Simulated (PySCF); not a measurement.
C2H7FOSi, SMILES C[Si@H](F)CO.

Coordinates come from a PBE0-D3(BJ)/def2-SVP optimisation. The structure was generated by enumeration; whether it is a known compound was not checked. The values are those of a single conformer.

Two levels are set side by side: PBE/def2-TZVP (PySCF) and HF/def2-TZVP (PySCF). Same geometry, gas phase. Differences are taken from unrounded values.

| quantity | HF | PBE | PBE minus HF |
|---|---|---|---|
| orbital gap (eV) | 15.28 | 6.18 | -9.10 |
| highest occupied level (eV) | -11.84 | -6.45 | 5.39 |
| lowest empty level (eV) | 3.44 | -0.27 | -3.71 |
| dipole moment (D) | 3.25 | 2.94 | -0.31 |
| mean polarisability (bohr³) | 48.8 | 55.3 | 6.5 |

PBE's occupied levels lie high since its potential decays too fast outside the molecule; exact exchange lowers them and widens the gap. PBE's more diffuse valence density responds more strongly to a field. Differences between two approximate levels are no errors against the true value.

Rough cost on one machine, each run with all the roots and properties that it gave: HF against PBE about 1/4.
